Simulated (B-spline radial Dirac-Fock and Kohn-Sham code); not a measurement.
# What relativity does to the binding energies of Br²¹⁺

System: the Br²¹⁺ ion, configuration [Ne] 3s2 3p2.

Both columns are ΔSCF binding energies of the configuration average from an atomic code on a B-spline grid: non-relativistic Hartree-Fock with a point nucleus, and Dirac-Fock with a finite nucleus and the Coulomb interaction alone, averaged over the two j levels with weights 2j+1.

```
shell  Hartree-Fock (eV)  Dirac-Fock (eV)  shift (eV)  shift (%)
   1s            14213.8          14445.8     +231.98      +1.63
   2s             2637.8           2693.6      +55.81      +2.12
   2p             2460.6           2475.8      +15.18      +0.62
   3s              958.6            973.2      +14.64      +1.53
   3p              906.8            912.1       +5.32      +0.59
```

Relativity binds 1s, 2s, 2p, 3s, 3p more strongly, among those listed most of all 2s in relative terms.

Values without a named source are computed, but for edge energies of neutral atoms, which are taken from tables.
